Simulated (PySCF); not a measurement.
# S⁺: excitation energy

S⁺ [Ne] 3s2 3p3 (4S) → S⁺ [Ne] 3s1 3p3 4s1 (6S), as a difference of total energies. Computed with PySCF 2.14 in dyall-av3z (19s12p3d2f, 84 functions), with no relativity, point nucleus. Correlated levels: valence: [Ne] frozen; virtual orbitals above 40 to 60 times the deepest correlated orbital energy dropped. The calculations carry no spin-orbit coupling.

```
           method  excitation energy (eV)
              UHF                  18.483
              LDA                  20.567
              PBE                  20.468
             PBE0                  20.397
           r2SCAN                  20.029
        BHandHLYP                  20.892
            TPSSh                  20.638
             BLYP                  20.951
           B2PLYP                  20.766
    MP2 (valence)                  20.046
SCS-MP2 (valence)                  20.589
```

Question: How much does correlation contribute at MP2 (valence)?

Answer: 20.046 − (18.483) = 1.563 eV, measured against UHF.

The promoted electron is Rydberg-like, and one or two diffuse shells describe it only roughly, which tends to raise the upper state.
